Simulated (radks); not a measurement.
Fractional charge and spin in the 5p shell of rhenium: the spin-up occupation runs from 2 to 3 and the spin-down occupation from 2 to 3; the fullest corner is Re2+, [Kr] 4d10 4f14 5s2 5d(up 2.5, down 2.5) 5p(up 3, down 3). Calculated with a radial shooting solver on a logarithmic mesh with Libxc functionals: scalar-relativistic Kohn-Sham, LDA (Slater exchange, Perdew-Wang correlation), spin-polarised, spherical densities, finite nucleus; Fermi nuclear charge, rms radius of each element as measured or else 0.836 A^(1/3) + 0.57 fm. Energy (eV) above the fullest corner. The planes named below are the two flat planes that join the four corners, with an edge along up + down = one added electron.

down \ up,2,2.25,2.5,2.75,3
2,157.907,134.711,112.506,91.277,71.009
2.25,134.711,112.559,91.383,71.166,51.893
2.5,112.506,91.383,71.218,51.996,33.699
2.75,91.277,71.166,51.996,33.750,16.408
3,71.009,51.893,33.699,16.408,0.000

Corners above the fullest one (they belong to Re3+ and the next ion): (up 3, down 2) 71.009 eV, (up 2, down 3) 71.009 eV, (up 2, down 2) 157.91 eV. With half an added electron in each spin the energy lies 0.209 eV from the planes, and with half an added electron in spin up alone -1.952 eV. The planes are only a guide here: the flat-plane condition holds for ground states with one frontier orbital, while this shell lies below other occupied shells, so the corners above the fullest one are inner-hole states and not the ground states of those ions.
